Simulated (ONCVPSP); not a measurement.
Cutoff test, cerium (Ce), ONCV

```
Element                 : cerium
Generator               : ONCVPSP 4.0.1
Type                    : optimised norm-conserving Vanderbilt (ONCV)
Functional              : PBE
Relativity              : scalar-relativistic
Frozen core             : [Kr] 4d10
Valence charge          : 12
Reference configuration : 4f1 5s2 5p6 5d1 6s1.5 (charge +0.5)
Partial waves           : 5s+6s: rc 2.85 bohr, ncon 4, nbas 7, qcut 5.3 1/bohr, 2 projectors; 5p: rc 2.35 bohr, ncon 4, nbas 7, qcut 5.6 1/bohr, 2 projectors, debl 1.3 Ha; 5d: rc 3.80 bohr, ncon 4, nbas 8, qcut 4.1 1/bohr, 2 projectors, debl 2.4 Ha; 4f: rc 0.90 bohr, ncon 3, nbas 7, qcut 13.2 1/bohr, local
Local potential         : the f channel
Core correction         : none
```

Question: For each optimised wave give the share of its norm inside rc, the residual kinetic energy above qcut (Ha) and the cutoffs (Ha) for errors of 10, 1, 0.1 and 0.01 mHa per electron.

Answer:

```json
{"wave": "5s", "norm inside rc": "0.986", "residual KE": "3.5e-08", "10 mHa": "4.1", "1 mHa": "7.2", "0.1 mHa": "9.2", "0.01 mHa": "10.7"}
{"wave": "6s", "norm inside rc": "0.153", "residual KE": "6.3e-08", "10 mHa": "2.3", "1 mHa": "7.1", "0.1 mHa": "9.4", "0.01 mHa": "11.1"}
{"wave": "5p", "norm inside rc": "0.848", "residual KE": "2.0e-06", "10 mHa": "4.1", "1 mHa": "10.0", "0.1 mHa": "12.6", "0.01 mHa": "14.3"}
{"wave": "p projector 2", "norm inside rc": "0.061", "residual KE": "4.4e-06", "10 mHa": "3.6", "1 mHa": "9.0", "0.1 mHa": "12.6", "0.01 mHa": "14.9"}
{"wave": "5d", "norm inside rc": "0.817", "residual KE": "1.9e-07", "10 mHa": "4.0", "1 mHa": "5.2", "0.1 mHa": "6.3", "0.01 mHa": "7.1"}
{"wave": "d projector 2", "norm inside rc": "0.186", "residual KE": "5.2e-05", "10 mHa": "5.8", "1 mHa": "7.0", "0.1 mHa": "8.4", "0.01 mHa": "13.1"}
{"wave": "4f", "norm inside rc": "0.459", "residual KE": "6.6e-03", "10 mHa": "83.8", "1 mHa": "254.8", "0.1 mHa": "460.1", "0.01 mHa": "not reached"}
```

The occupied waves need 255 Ha and 460 Ha for 1 and 0.1 mHa. Note: ghosts flagged at negative energy: s at -418.7 eV, p at -238.7 eV, d at -319.4 eV; GHOST(+) flagged for s at 49.7 eV. A true bound ghost makes a file unfit for plane-wave use.
